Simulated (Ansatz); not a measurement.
Si₄S₄. Charge 0, multiplicity 3. Geometry PBE-D4/def2-SVP, that of the neutral singlet; atoms count from 1.

```csv
atom,x (Å),y (Å),z (Å)
Si1,0.087,0.699,1.887
Si2,0.130,1.540,-1.293
Si3,1.529,-1.273,-0.316
Si4,-1.745,-0.965,-0.279
S5,-0.090,-0.724,-1.954
S6,-0.134,-1.595,1.339
S7,1.808,1.000,0.289
S8,-1.584,1.319,0.327
```

At PBE0-D4/def2-TZVP a singlet of charge 0 lies 2.55 eV below the triplet at the same geometry. The structure comes from a short search, and lower isomers may exist.

**Question.** Estimate the Mulliken populations from the PBE0/def2-TZVP orbitals of Ansatz.

**Answer.** 
```tsv
atom	charge (e)	spin (α − β)
Si1	0.22	0.15
Si2	0.22	0.15
Si3	0.14	0.26
Si4	0.16	0.96
S5	-0.16	0.17
S6	-0.16	0.17
S7	-0.23	-0.01
S8	-0.19	0.14
```
Mulliken values and Mayer orders depend strongly on the basis.

**Question.** Where does the spin sit?

**Answer.** Summed by element: Si 1.52, S 0.48, of 2 unpaired in all. Largest on single atoms: Si4 0.96, Si3 0.26, S6 0.17.

**Question.** And the Mayer bond orders between bonded heavy atoms (over 0.3)?

**Answer.** Si1–S6 0.78 (2.37 Å); Si1–S7 0.80 (2.37 Å); Si1–S8 0.74 (2.37 Å); Si2–S5 0.78 (2.37 Å); Si2–S7 0.80 (2.37 Å); Si2–S8 0.74 (2.37 Å); Si3–S5 0.76 (2.37 Å); Si3–S6 0.76 (2.37 Å); Si3–S7 0.81 (2.37 Å); Si4–S5 0.81 (2.37 Å); Si4–S6 0.81 (2.37 Å); Si4–S8 0.92 (2.37 Å).
